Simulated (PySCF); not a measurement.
C₂H₄FNOSi. Atoms are numbered in the order given.

```xyz
10

O      2.8829    -1.1996    -0.4389
C      1.9491    -0.5575    -0.1437
N      0.9975     0.1004     0.1720
Si    -0.4176     1.0312     0.4810
C     -1.9454    -0.0841     0.3447
F     -2.0718    -0.5481    -0.9588
H     -0.3451     1.5842     1.8615
H     -0.5038     2.1268    -0.5185
H     -1.8677    -0.9474     1.0308
H     -2.8586     0.4759     0.6219
```
Charge 0, spin multiplicity 1.

Coordinates come from a B3LYP-D3(BJ)/def2-SVP optimisation. The structure was generated by enumeration, and PubChem lists no compound with its InChIKey, so it may never have been made. The values are those of a single conformer.

Calculation: B3LYP/def2-TZVP in PySCF.

The molecule is in vacuum.

```
Property                                                                                                        Value
---------------------------------------------------------------------------------------------  ----------------------
total energy                                                                                       -598.12810 hartree
highest occupied level                                                                                       -8.27 eV
lowest empty level                                                                                           -0.09 eV
orbital gap                                                                                                   8.18 eV
dipole moment                                                                                                  3.05 D
quadrupole, principal values (traceless, Buckingham form, about the centre of nuclear charge)   -6.22, 0.08, 6.14 D·Å
mean static polarisability                                                                       58.7 bohr³ (8.69 Å³)
polarisability, principal values                                                               45.8, 49.8, 80.4 bohr³
```
